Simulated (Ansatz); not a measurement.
Compare A (`F[Si](F)(F)CS`) with its isomer B (`CS[Si](F)(F)F`).

Calculated with Ansatz (gas phase, PBE0-D4/def2-TZVP geometries, no zero-point term in ΔE). CCSD(T)/CBS adds triple-zeta CCSD(T) − MP2 to the extrapolated MP2 energy (def2 sets, frozen cores). Functionals use def2-TZVPP. B3LYP here is the variant with VWN-RPA as its local correlation; programs differ in this. Each species was taken in one conformer, which may not be the lowest.

Task: Which is lower in electronic energy at CCSD(T)/CBS, and by how much? (An estimate is asked.)

Result: Ansatz gave: B, by 58.2 kJ/mol.

Task: Give E(B) − E(A) in kJ/mol with r2SCAN-D4, ωB97M-V, PBE0-D4, B3LYP-D4, CCSD(T)/def2-TZVPP, B3LYP, MP2/def2-TZVPP. (Estimate.)

Result: The calculation gave: r2SCAN-D4 -62.4, ωB97M-V -57.3, PBE0-D4 -60.5, B3LYP-D4 -58.9, CCSD(T)/def2-TZVPP -55.1, B3LYP -57.9, MP2/def2-TZVPP -59.0. None reverses the order clearly.

Largest T1 diagnostic: 0.011.
